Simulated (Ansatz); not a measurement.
Reaction (substitution at a C–Si bond): `C[Si](C)(N)O` + `CO[Si](N)(F)F` → `CN[Si](F)(F)OC` + `C[SiH](N)O`

Calculated with Ansatz (gas phase, PBE0-D4/def2-TZVP geometries, no zero-point term in ΔE). CCSD(T)/CBS adds triple-zeta CCSD(T) − MP2 to the extrapolated MP2 energy (def2 sets, frozen cores). DFT in def2-TZVPP. B3LYP here is the variant with VWN-RPA as its local correlation; programs differ in this. Each species was taken in one conformer, which may not be the lowest.

`C[Si](C)(N)O`:

Cartesian coordinates in Å:
```
C 1.558 0.817 0.243
Si 0.023 -0.087 -0.294
C -1.500 0.591 0.543
N 0.031 -1.776 0.033
O -0.011 0.146 -1.932
H 2.448 0.373 -0.211
H 1.521 1.866 -0.062
H 1.677 0.780 1.328
H -1.440 0.488 1.630
H -1.617 1.653 0.316
H -2.404 0.076 0.205
H -0.486 -2.150 0.810
H 0.820 -2.359 -0.197
H -0.618 -0.419 -2.412
```

`CO[Si](N)(F)F`:

Z-matrix (Å, degrees):
```
C
O 1 1.413
H 1 1.093 2 110.5
H 1 1.093 2 111.5 3 -121.5
H 1 1.091 2 108.0 3 118.9
Si 2 1.611 1 126.4 3 81.0
F 6 1.591 2 107.7 1 35.8
N 6 1.675 2 108.8 1 161.6
F 6 1.585 2 113.4 1 -78.2
H 8 1.004 6 122.5 2 -39.6
H 8 1.004 6 122.6 2 155.6
```

`CN[Si](F)(F)OC`:

```xyz
14

C     0.066    2.529    0.675
N     0.071    1.348   -0.163
Si    0.059   -0.242    0.360
F     1.456   -0.804    0.879
F    -0.867   -0.355    1.644
O    -0.431   -1.172   -0.862
C    -0.223   -2.563   -0.996
H    -0.219    2.256    1.693
H    -0.665    3.261    0.321
H     1.047    3.014    0.723
H     0.228    1.522   -1.141
H    -0.348   -2.824   -2.048
H     0.783   -2.851   -0.676
H    -0.957   -3.119   -0.407
```

`C[SiH](N)O`:

Cartesian coordinates in Å:
```
C -0.382 0.858 1.117
Si -0.077 0.160 -0.581
N -0.049 -1.548 -0.417
O 1.334 0.680 -1.257
H -0.334 1.949 1.091
H -1.372 0.577 1.489
H 0.363 0.504 1.835
H -1.091 0.666 -1.543
H -0.041 -2.156 -1.220
H -0.486 -1.992 0.374
H 2.135 0.303 -0.887
```

| level | ΔE (kJ/mol) |
| --- | --- |
| PBE-D4 | 86.4 |
| r2SCAN-D4 | 92.3 |
| B3LYP-D4 | 84.9 |
| ωB97M-V | 90.5 |
| PBE | 85.1 |
| B3LYP | 82.7 |
| HF/def2-QZVPP | 78.2 |
| MP2/def2-QZVPP | 93.3 |

Problem. What does CCSD(T)/CBS give? (Best estimate.)

Solution. The calculation gave: +89.9 kJ/mol. The listed levels differ from it by -3.5, 2.4, -5.0, 0.6, -4.8, -7.2, -11.7, 3.4 kJ/mol.

Largest T1 diagnostic among the species: 0.011.

In def2-TZVPP, CCSD(T) changes the Hartree–Fock value by +9.2 kJ/mol (the triples alone add +0.9 kJ/mol) and MP2 by +13.6 kJ/mol.
